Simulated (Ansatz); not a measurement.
Consider the ligand exchange at the Si–C bond: `O[SiH2]C[SiH](O)Cl` + `C[SiH](O)O` → `C[SiH](O)O[SiH2]O` + `C[SiH](O)Cl`.

Isolated molecules relaxed with PBE0-D4/def2-TZVP in Ansatz; ΔE leaves out vibrations. CCSD(T)/CBS adds triple-zeta CCSD(T) − MP2 to the extrapolated MP2 energy (def2 sets, frozen cores). DFT in def2-TZVPP. B3LYP here is the variant with VWN-RPA as its local correlation; programs differ in this. Each species was taken in one conformer, which may not be the lowest.

CCSD(T)/CBS gives -105.9 kJ/mol.

**Question.** Another level gave -106.5 kJ/mol. Which?
A. PBE0/def2-TZVPP
B. B3LYP/def2-TZVPP
C. r2SCAN/def2-TZVPP
D. HF/def2-TZVPP

**Answer.** C. r2SCAN -106.5, B3LYP -113.5, PBE0 -100.3, HF/def2-TZVPP -131.8 kJ/mol.

Largest T1 diagnostic among the species: 0.011.

In def2-TZVPP, CCSD(T) changes the Hartree–Fock value by +25.8 kJ/mol (the triples alone add +3.7 kJ/mol) and MP2 by +26.5 kJ/mol. The D4 term adds +5.2 kJ/mol with B3LYP and +2.8 kJ/mol with PBE0; it sums over pairs of atoms, weighted by their polarisabilities, and B3LYP, whose exchange is more repulsive, gets the larger term.
